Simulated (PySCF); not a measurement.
# What a mistake does to a calculation on AlGeH9Si2

All numbers below are calculated, not measured. They come from PySCF 2.14.0, an open-source quantum chemistry program, on an isolated molecule that a program drew, which may never have been made. The molecule is AlGeH9Si2 (charge 0, singlet), drawn as the SMILES string `[AlH2][GeH]([SiH3])[SiH3]`.

Each row is a Hartree-Fock (HF) and frozen-core CCSD(T) single point in the cc-pV(D+d)Z basis, meant for a local HF minimum. Run 1 is clean. Each other run has one planted mistake out of seven kinds, and not every kind appears here: one electron removed, one electron added, multiplicity raised by two, geometry at a saddle point, minimal basis STO-3G, one bond length entered in bohr, all coordinates scaled. The reference is restricted for singlets and unrestricted otherwise, and also for a bond in bohr. Adding or removing an electron swaps singlet and doublet. Electrons count all cores. HOMO and LUMO are orbital energies over both spins, the gradient is its largest component, and the lowest frequency (negative if imaginary) is given only where the gradient is small. Bond lengths are over the 12 bonds as drawn. T1 is the CCSD diagnostic: over 0.02 (restricted) or 0.045 (unrestricted) a single reference is doubtful. Germanium has the cc-pVDZ-PP basis, with a core potential (ECP10MDF) in place of its 10 inner electrons, and its 3s, 3p and 3d shells are frozen in CCSD(T).

Geometry of the clean run:
```xyz
13
AlGeH9Si2, angstrom
Al    0.9315   -2.6996   -0.9207
Ge    0.7240   -0.2235   -1.2152
Si    2.3861    0.9859    0.0497
Si   -1.4496    0.5938   -0.5578
H     0.7445   -3.3296    0.5181
H     1.2472   -3.6467   -2.1463
H     0.9197    0.1647   -2.6945
H     3.7513    0.5552   -0.3407
H     2.2090    0.7165    1.4973
H     2.2676    2.4454   -0.1797
H    -2.5170   -0.0879   -1.3308
H    -1.5587    2.0539   -0.7885
H    -1.6724    0.3223    0.8831
```

```
run,electrons,basis functions,<S^2>,HOMO (eV),LUMO (eV),gradient (hartree/bohr),lowest frequency (cm^-1),mean bond (Å),longest bond (Å),T1,HF (hartree),CCSD(T) (hartree),mistake
1,82,137,0.000,-9.52,0.57,2.7e-05,39,1.7443,2.502,0.0130,-1118.40653,-1118.87172,no fault
2,82,137,0.000,-9.76,0.84,7.1e-02,-,1.5803,2.267,0.0123,-1118.29480,-1118.76067,all coordinates scaled
3,82,137,0.985,-8.53,0.06,7.6e-03,-,1.9232,4.561,0.0152,-1118.33025,-1118.77131,?
4,81,137,0.768,-14.86,-7.38,5.5e-02,-,1.7443,2.502,0.0175,-1118.09637,-1118.54172,?
```

**Which mistake was planted in run 3, and what did it cost?**

The mean bond changes by a factor of 1.103 and the longest by 1.823, so the molecule wasn't scaled as a whole. A length L in bohr read as angstrom grows by (1/0.5292 - 1) L = 0.890 L. The 12 bonds together grew by 12 x 0.1789 = 2.147 Å, which gives L = 2.413 Å. That is the length of one of the Ge-Si bonds, 2.413 Å in the clean geometry. So the mistake is: one bond length entered in bohr. Subtracting run 1 and multiplying by 627.51 kcal/mol a hartree, the energy moved by 47.9 kcal/mol in HF and 63.0 kcal/mol in CCSD(T).

**Which mistake was planted in run 4, and what did it cost?**

It counts 81 electrons, one fewer than the clean run, at the same geometry and basis. So the mistake is: one electron removed. Subtracting run 1 and multiplying by 627.51 kcal/mol a hartree, the energy moved by 194.6 kcal/mol in HF and 207.1 kcal/mol in CCSD(T).

